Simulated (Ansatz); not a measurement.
SiTe4. Charge 0, multiplicity 1. Geometry r2SCAN-D4/def2-SVP; atoms count from 1.

```xyz
5

Si    0.669    1.502    0.419
Te    0.142   -0.981    1.478
Te    0.670    0.533   -2.086
Te   -1.760    0.954    1.322
Te    0.280   -2.008   -1.134
```

In the def2 sets Te takes a core potential; there is no spin–orbit coupling. Another isomer (singlet) lies 0.12 eV lower at PBE0-D4/def2-TZVP; other spin states weren't run for this one.

Question: Estimate the Mulliken populations from the PBE0/def2-TZVP orbitals of Ansatz.

Answer: 
| atom | charge (e) |
| --- | --- |
| Si1 | 0.07 |
| Te2 | 0.11 |
| Te3 | -0.12 |
| Te4 | -0.06 |
| Te5 | 0.00 |
Mulliken values depend strongly on the basis.

Question: And the Mayer bond orders between heavy atoms (over 0.3)?

Answer: Si1–Te2 0.75 (2.75 Å); Si1–Te3 0.99 (2.69 Å); Si1–Te4 0.95 (2.65 Å); Te2–Te4 1.16 (2.72 Å); Te2–Te5 1.01 (2.81 Å); Te3–Te5 1.10 (2.74 Å).
